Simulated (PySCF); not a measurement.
## Property card for `CC(=O)NCCC(C)C` (N-(3-methylbutyl)acetamide)

Species: N-(3-methylbutyl)acetamide, C7H15NO.
Bonds: C1–C2, C2–O3 (double), C2–N4, N4–C5, C5–C6, C6–C7, C7–C8, C7–C9. Hydrogens: H10, H11, H12 on C1; H13 on N4; H14, H15 on C5; H16, H17 on C6; H18 on C7; H19, H20, H21 on C8; H22, H23, H24 on C9.

Among its groups: amide.

**GFN2-xTB geometry**

```yaml
Point_group_of_the_GFN2-xTB_geometry: C1
Rotational_constants_A_B_C_of_the_GFN2-xTB_geometry: 3.830, 0.634, 0.582 GHz
```

PBE0/pcSseg-1 ground state and GIAO shieldings, non-relativistic (PySCF):

```yaml
Dipole_moment: 3.76 D
HOMO_energy: -7.19 eV
LUMO_energy: 1.00 eV
HOMO–LUMO_gap: 8.19 eV
Lowest_Hirshfeld_atomic_charge: -0.30 e on O3
Highest_Hirshfeld_atomic_charge: +0.17 e on C2
13C_chemical_shifts_computed_TMS_as_zero_by_class: 167.9 (C2), 45.6 (C6), 40.5 (C5), 30.3 (C7), 25.0 (C8/C9), 24.3 (C1) ppm
1H_chemical_shifts_computed_TMS_as_zero_by_class: 4.40 (H13), 3.55 (H14/H15), 1.86 (H10/H11/H12), 1.30 (H18), 1.16 (H16/H17), 0.99 (H19/H20/H21/H22/H23/H24) ppm
Isotropic_shieldings_of_nuclei_other_than_C_and_H_by_class: 130 (N4), -81 (O3) ppm
Mayer_bond_orders_between_heavy_atoms: C1–C2 0.99, C2–O3 1.91, C2–N4 1.15, N4–C5 0.90, C5–C6 1.04, C6–C7 1.00, C7–C8 1.02, C7–C9 1.04
```

Monoisotopic mass (most abundant isotopes): 129.1154 u.

A dipole of 3.76 D is allowed in C1, and pure rotational transitions are dipole-allowed. The dipole equals about 12.5 × 10⁻³⁰ C·m (1 D = 3.33564 × 10⁻³⁰ C·m). The rotational constants make it an asymmetric top with κ = (2B − A − C)/(A − C) = -0.97, nearer the prolate limit (−1). With B = h/(8π²I), that is 505.379 GHz u Å² over I, the principal moments of inertia are 132.0, 797.0 and 868.8 u Å² (most abundant isotopes).

Isolated species at its GFN2-xTB geometry (one conformer only). NMR classes are plain means over equivalent atoms (diastereotopic ones count apart unless rotation or inversion swaps them), as if these changed places fast; in this geometry the members of some classes differ.

For the NMR shielding job (PBE0/pcSseg-1), hardware: an Arm Neoverse V1 with one thread (shared host). Cost: 46 s.

Shape of the structure used: `[CH3:1][C:2](=[O:3])[NH:4][CH2:5][CH2:6][CH:7]([CH3:8])[CH3:9]`: C1–C2–N4–C5 177°, C2–N4–C5–C6 -115°, N4–C5–C6–C7 -179°, C5–C6–C7–C8 -70°.
